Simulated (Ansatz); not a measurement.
Reaction (hydrogenolysis of a C–C bond): `C[CH2][Ge][NH2]` + H₂ → `[CH3][Ge][NH2]` + CH₄

Computed with Ansatz on PBE0-D4/def2-TZVP structures; ΔE is electronic, products minus reactants. CCSD(T)/CBS is the MP2 limit (def2-TZVPP, def2-QZVPP) plus CCSD(T) − MP2 in def2-TZVPP, frozen cores. This one scheme is used for every species. DFT in def2-TZVPP. For Ge outer-core shells are correlated without core-valence functions, which leaves a few kJ/mol of doubt a bond. Scalar relativity is left out up to krypton. One conformer a species, not always the lowest.

`C[CH2][Ge][NH2]`:

Cartesian coordinates in Å:
```
C -0.295 -0.720 1.260
C 0.807 0.006 0.491
Ge 0.071 1.671 -0.360
N -0.446 0.868 -1.908
H -1.093 -1.060 0.594
H 0.085 -1.599 1.789
H -0.759 -0.073 2.012
H 1.242 -0.646 -0.273
H 1.615 0.289 1.172
H -0.296 -0.103 -2.139
H -0.932 1.365 -2.637
```

H₂:

```xyz
2

H    -0.343   -0.124   -0.080
H     0.343    0.124    0.080
```

`[CH3][Ge][NH2]`:

Cartesian coordinates in Å:
```
C -0.671 -1.041 -0.148
Ge 0.811 -0.357 1.010
N 0.881 1.292 0.245
H -1.520 -0.351 -0.142
H -1.016 -2.023 0.180
H -0.315 -1.130 -1.180
H 1.541 1.992 0.544
H 0.291 1.616 -0.508
```

CH₄:

```xyz
5

C     0.000    0.000    0.000
H    -0.471   -0.088   -0.979
H    -0.122    1.017    0.372
H     1.062   -0.230   -0.086
H    -0.469   -0.699    0.692
```

(1) Is it downhill or uphill in electronic energy at CCSD(T)/CBS, and by how much? (An estimate is asked.)

(2) What do these levels give: revPBE-D4, r2SCAN-D4, B97M-V, ωB97X-V, ωB97M-V, revPBE, PBE0, HF/def2-SVP, MP2/def2-TZVPP, SCS-MP2/def2-TZVPP, CCSD(T)/def2-TZVPP, MP2/def2-QZVPP? (An estimate is asked.)

Largest T1 diagnostic among the species: 0.014.

Results:

(1) The calculation gave: Downhill: ΔE = -78.5 kJ/mol.

(2) Computed: revPBE-D4 -72.1, r2SCAN-D4 -82.5, B97M-V -89.7, ωB97X-V -81.7, ωB97M-V -82.4, revPBE -87.2, PBE0 -86.3, HF/def2-SVP -101.3, MP2/def2-TZVPP -76.5, SCS-MP2/def2-TZVPP -79.8, CCSD(T)/def2-TZVPP -80.0, MP2/def2-QZVPP -75.7 kJ/mol.

In def2-TZVPP, CCSD(T) changes the Hartree–Fock value by +21.0 kJ/mol (the triples alone add +4.0 kJ/mol) and MP2 by +24.4 kJ/mol. The D4 term adds +9.4 kJ/mol with B3LYP and +5.2 kJ/mol with PBE0; it sums over pairs of atoms, weighted by their polarisabilities, and B3LYP, whose exchange is more repulsive, gets the larger term.

B3LYP here is the variant with VWN-RPA as its local correlation; programs differ in this.
